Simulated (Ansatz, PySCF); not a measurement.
Isomers of C3H4: 1 is C#CC, 2 is C=C=C; one conformer of each (the lowest of an xTB search), B3LYP-D3(BJ)/def2-TZVP minima.
Isomer 1 (charge 0, multiplicity 1):
```xyz
7

C      1.697    -0.134     0.014
C      0.502    -0.039    -0.018
C     -0.947     0.075    -0.057
H      2.755    -0.217     0.042
H     -1.401    -0.434     0.796
H     -1.349    -0.372    -0.969
H     -1.257     1.121    -0.030
```
Isomer 2 (charge 0, multiplicity 1):
```xyz
7

C      1.29991     0.00891     0.02272
C      0.00000    -0.00002     0.00000
C     -1.29991    -0.00891    -0.02272
H      1.86819     0.72773    -0.55634
H      1.85745    -0.70218     0.62144
H     -1.84630    -0.60164    -0.74735
H     -1.87934     0.57611     0.68225
```

No zero-point or thermal terms.

Rows in 6-311+G** carry no dispersion term and start afresh at each structure.

The values were computed with Ansatz (Gaussian basis) for Hartree–Fock, density functionals and correlated methods; PySCF for 6-311+G** rows, M06-2X. Values without a source in brackets are computed.

**Question.** One of these levels gives -0.132 eV for the electronic energy of isomer 2 less that of isomer 1. Name it.
A. revPBE/def2-TZVPP
B. wB97X-V/def2-TZVPP
C. B3LYP/6-311+G**
D. M06-2X/def2-TZVPP

**Answer.** A, revPBE/def2-TZVPP. The others give -0.069 (B3LYP/6-311+G**), 0.024 (M06-2X/def2-TZVPP), -0.001 (wB97X-V/def2-TZVPP)

Ansatz is a first-principles code.
